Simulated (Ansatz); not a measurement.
`NB(F)[SeH]` and `NB(F)[TeH]` differ in one element.

Ansatz, PBE0-D4/def2-TZVP geometries, multiplicity 1. Each molecule was computed in one conformer, which needn't be the lowest.

Elements past krypton have def2 core potentials. Scalar relativity is left out up to krypton.

| property | `NB(F)[SeH]` |
| --- | --- |
| HOMO–LUMO gap (PBE0/def2-TZVPP) / eV | 7.18 |
| LUMO energy (ωB97M-V/def2-TZVPP) / eV | 1.80 |
| HOMO–LUMO gap (PBE/def2-TZVPP) / eV | 5.14 |
| HOMO energy (PBE/def2-TZVPP) / eV | -5.81 |
| HOMO–LUMO gap (ωB97M-V/def2-TZVPP) / eV | 10.94 |
| LUMO energy (PBE/def2-TZVPP) / eV | -0.68 |

**Question.** Give the same properties after the change, and the shifts. (Estimate.)

**Answer.** Computed: 
```json
{"property": "HOMO–LUMO gap (PBE0/def2-TZVPP) / eV", "`NB(F)[TeH]`": "6.07", "shift": "-1.11"}
{"property": "LUMO energy (ωB97M-V/def2-TZVPP) / eV", "`NB(F)[TeH]`": "1.43", "shift": "-0.37"}
{"property": "HOMO–LUMO gap (PBE/def2-TZVPP) / eV", "`NB(F)[TeH]`": "4.20", "shift": "-0.94"}
{"property": "HOMO energy (PBE/def2-TZVPP) / eV", "`NB(F)[TeH]`": "-5.39", "shift": "0.42"}
{"property": "HOMO–LUMO gap (ωB97M-V/def2-TZVPP) / eV", "`NB(F)[TeH]`": "9.94", "shift": "-1.00"}
{"property": "LUMO energy (PBE/def2-TZVPP) / eV", "`NB(F)[TeH]`": "-1.20", "shift": "-0.52"}
```

With PBE0 the HOMO rises by 0.55 eV and the LUMO falls by 0.57 eV, so the gap narrows by about 1.12 eV. PBE moves the HOMO by 0.42 eV and ωB97M-V by 0.64 eV.

Spin–orbit coupling is left out; it splits and shifts lone-pair levels of the heavy atoms by tenths of an eV.
